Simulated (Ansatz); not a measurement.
Two members of one family (Oligo(selenophene), silylethynyl ends), computed with Ansatz in the gas phase. Binding counts from free atoms in the multiplicity of their measured ground term, without zero-point energy. Sets without diffuse functions give affinities that are too small. A dash marks a value that wasn't run or was left out as unsound. The structures are stationary points that may keep the symmetry of their start.

First: C[Si](C)(C)C#Cc1ccc(-c2ccc(-c3ccc(-c4ccc(C#C[Si](C)(C)C)[se]4)[se]3)[se]2)[se]1 (singlet, charge 0, PBE-D4/def2-SVP geometry).

Cartesian coordinates in Å:
```
C 5.369 -5.652 8.625
Si 4.825 -7.049 7.472
C 6.297 -7.675 6.461
C 4.050 -8.464 8.459
C 3.545 -6.392 6.314
C 2.670 -5.969 5.544
C 1.687 -5.482 4.671
C 0.438 -6.024 4.364
C -0.342 -5.295 3.437
C 0.236 -4.124 2.937
C -0.336 -3.206 1.989
C -1.569 -3.304 1.341
C -1.886 -2.255 0.450
C -0.932 -1.243 0.323
C -0.966 -0.066 -0.493
C -0.004 0.936 -0.631
C -0.324 1.985 -1.523
C -1.563 1.896 -2.158
C -2.161 2.795 -3.105
C -3.400 2.695 -3.741
C -3.730 3.741 -4.634
C -2.769 4.746 -4.770
C -2.801 5.899 -5.566
C -2.806 6.925 -6.263
Si -2.808 8.454 -7.299
C -3.166 9.939 -6.185
C -1.104 8.628 -8.100
C -4.148 8.277 -8.619
Se -1.271 4.373 -3.662
Se -2.463 0.321 -1.596
Se 0.555 -1.626 1.440
Se 1.954 -3.877 3.688
H 4.511 -5.261 9.209
H 6.137 -6.014 9.341
H 5.803 -4.808 8.053
H 6.746 -6.856 5.863
H 7.084 -8.085 7.129
H 5.986 -8.478 5.762
H 3.176 -8.109 9.040
H 4.787 -8.893 9.170
H 3.708 -9.275 7.786
H 0.099 -6.961 4.830
H -1.343 -5.624 3.127
H -2.248 -4.152 1.513
H -2.829 -2.229 -0.117
H 0.946 0.905 -0.076
H 0.360 2.827 -1.710
H -4.077 1.847 -3.553
H -4.673 3.780 -5.195
H -4.158 9.841 -5.699
H -2.403 10.031 -5.386
H -3.162 10.879 -6.774
H -0.877 7.758 -8.747
H -0.308 8.698 -7.330
H -1.059 9.545 -8.724
H -3.957 7.396 -9.264
H -4.179 9.178 -9.265
H -5.147 8.154 -8.155
```

```
             level  HOMO (eV)  LUMO (eV)  gap (eV)  vertical IE (eV)  vertical EA (eV)  vertical triplet (eV)  binding per atom (eV)
   PBE-D4/def2-SVP      -4.55      -3.08      1.47              6.00              1.74                   1.33                   4.92
r2SCAN-D4/def2-SVP      -4.74      -3.17      1.58                 –                 –                      –                   4.78
  PBE0-D4/def2-SVP      -5.32      -2.65      2.67              6.29              1.75                   1.48                   4.82
```

Second: C34H30Se6Si2 (singlet, charge 0, PBE-D4/def2-SVP geometry).

Cartesian coordinates in Å:
```
C 10.942 -9.801 2.939
Si 11.084 -9.520 1.074
C 12.757 -8.750 0.646
C 10.850 -11.146 0.138
C 9.746 -8.352 0.569
C 8.848 -7.570 0.219
C 7.827 -6.678 -0.138
C 7.401 -6.285 -1.408
C 6.319 -5.374 -1.442
C 5.815 -4.976 -0.201
C 4.729 -4.067 0.054
C 4.177 -3.125 -0.815
C 3.104 -2.361 -0.297
C 2.731 -2.638 1.020
C 1.698 -2.039 1.813
C 1.465 -2.152 3.185
C 0.360 -1.432 3.693
C -0.372 -0.699 2.756
C -1.538 0.110 2.984
C -2.407 0.071 4.076
C -3.495 0.973 4.036
C -3.567 1.795 2.909
C -4.559 2.788 2.603
C -5.430 3.431 3.485
C -6.317 4.369 2.905
C -6.213 4.537 1.525
C -6.979 5.418 0.681
C -8.220 5.993 0.959
C -8.750 6.835 -0.047
C -7.970 6.979 -1.195
C -8.229 7.725 -2.354
C -8.436 8.374 -3.390
Si -8.753 9.357 -4.921
C -8.014 8.425 -6.391
C -10.621 9.553 -5.128
C -7.930 11.051 -4.735
Se -6.363 5.978 -1.018
Se -4.889 3.374 0.830
Se -2.093 1.453 1.767
Se 0.370 -0.934 1.027
Se 3.807 -4.042 1.709
Se 6.789 -5.803 1.194
H 9.958 -10.237 3.202
H 11.056 -8.848 3.494
H 11.732 -10.499 3.288
H 13.584 -9.427 0.942
H 12.896 -7.784 1.171
H 12.839 -8.561 -0.444
H 10.908 -10.986 -0.957
H 9.864 -11.599 0.367
H 11.638 -11.874 0.423
H 7.881 -6.682 -2.313
H 5.875 -5.019 -2.384
H 4.581 -2.967 -1.824
H 2.606 -1.572 -0.882
H 2.128 -2.746 3.833
H 0.104 -1.415 4.761
H -2.273 -0.656 4.890
H -4.269 1.002 4.816
H -5.389 3.244 4.568
H -7.019 4.967 3.505
H -8.759 5.775 1.892
H -9.722 7.342 0.042
H -8.180 8.989 -7.332
H -8.479 7.425 -6.501
H -6.922 8.283 -6.263
H -11.065 10.076 -4.257
H -10.852 10.142 -6.040
H -11.117 8.565 -5.221
H -8.343 11.598 -3.863
H -8.100 11.667 -5.643
H -6.836 10.948 -4.588
```

Task: Estimate the same table for the second.

Result: 
| level | HOMO (eV) | LUMO (eV) | gap (eV) | vertical IE (eV) | vertical EA (eV) | vertical triplet (eV) | binding per atom (eV) |
| --- | --- | --- | --- | --- | --- | --- | --- |
| PBE-D4/def2-SVP | -4.47 | -3.11 | 1.35 | 5.71 | 1.97 | 1.25 | 5.03 |
| r2SCAN-D4/def2-SVP | -4.65 | -3.19 | 1.45 | – | – | – | 4.87 |
| PBE0-D4/def2-SVP | -5.21 | -2.69 | 2.52 | 6.06 | 1.91 | 1.50 | 4.92 |
